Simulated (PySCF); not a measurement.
B(Cl)(F)(iPr), SMILES ClB(F)C(C)C (C₃H₇BClF) (PBE0/def2-SVP optimised geometry):

```
13

B      0.491     1.144     0.000
Cl     2.254     1.144     0.000
F     -0.088     2.332     0.000
C     -0.386    -0.156    -0.034
C     -1.556    -0.052     0.953
C      0.380    -1.467     0.108
H     -0.822    -0.119    -1.056
H     -2.254    -0.895     0.824
H     -1.200    -0.081     1.996
H     -2.125     0.880     0.820
H      1.187    -1.553    -0.635
H     -0.290    -2.332    -0.017
H      0.845    -1.550     1.104
```

Method: PBE0/def2-TZVP (PySCF).

Question: What are the frontier orbital energies and the dipole moment?

Answer: HOMO-2 -9.69 eV, HOMO-1 -9.42 eV, HOMO -8.73 eV, LUMO -0.56 eV, LUMO+1 0.89 eV; dipole moment 1.61 D.

On the same geometry PBE/def2-TZVP in PySCF 2.14.0 gives HOMO-2 -8.28 eV, HOMO-1 -7.91 eV, HOMO -7.34 eV, LUMO -1.57 eV, LUMO+1 0.11 eV; dipole moment 1.51 D.

Meta-Löwdin charges at PBE0/def2-TZVP: B1 0.42, Cl2 -0.09, F3 -0.28, C4 -0.19, C5 -0.33, C6 -0.34, H7 0.13, H8 0.11, H9 0.11, H10 0.12, H11 0.12, H12 0.11, H13 0.11.
